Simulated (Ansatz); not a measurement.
K6. Total charge 0; singlet. Geometry PBE0/def2-SVP.

```xyz
6

K     1.637    4.707   -0.949
K     2.796   -3.121    2.885
K    -0.868   -2.457    0.537
K     2.168    0.925    1.233
K    -4.361   -1.639   -2.000
K    -1.371    1.585   -1.706
```

The restricted singlet is unstable towards broken spin symmetry in Hartree–Fock (as tested in another run); at HF/def2-TZVP this wasn't settled. The restricted singlet is unstable towards broken spin symmetry at other levels; at PBE/def2-TZVP, r2SCAN/def2-TZVP, PBE0/def2-TZVP this wasn't settled. The geometry of the singlet was relaxed on an unsound state (restricted singlet, unstable towards broken spin symmetry at other levels and untested here). Another isomer (singlet) lies 0.04 eV lower at PBE0/def2-TZVP; other spin states weren't run for this one.

Question: Estimate the orbital energies around the gap (eV) in Ansatz with HF/def2-TZVP, PBE/def2-TZVP, r2SCAN/def2-TZVP, PBE0/def2-TZVP.

Answer: 
```tsv
orbital	HF/def2-TZVP	PBE/def2-TZVP	r2SCAN/def2-TZVP	PBE0/def2-TZVP
HOMO−9	-25.45	-18.28	-18.98	-20.33
HOMO−8	-25.45	-18.28	-18.97	-20.32
HOMO−7	-25.45	-18.27	-18.97	-20.32
HOMO−6	-25.45	-18.27	-18.96	-20.32
HOMO−5	-25.44	-18.21	-18.90	-20.26
HOMO−4	-25.44	-18.21	-18.90	-20.26
HOMO−3	-25.43	-18.21	-18.89	-20.25
HOMO−2	-4.54	-3.12	-3.12	-3.62
HOMO−1	-3.41	-2.50	-2.47	-2.83
HOMO	-3.41	-2.50	-2.46	-2.82
LUMO	0.10	-1.68	-1.57	-1.30
LUMO+1	0.19	-1.59	-1.46	-1.20
LUMO+2	0.20	-1.58	-1.45	-1.19
LUMO+3	0.97	-1.17	-1.13	-0.75
LUMO+4	1.04	-0.81	-0.71	-0.38
LUMO+5	1.05	-0.80	-0.70	-0.37
```
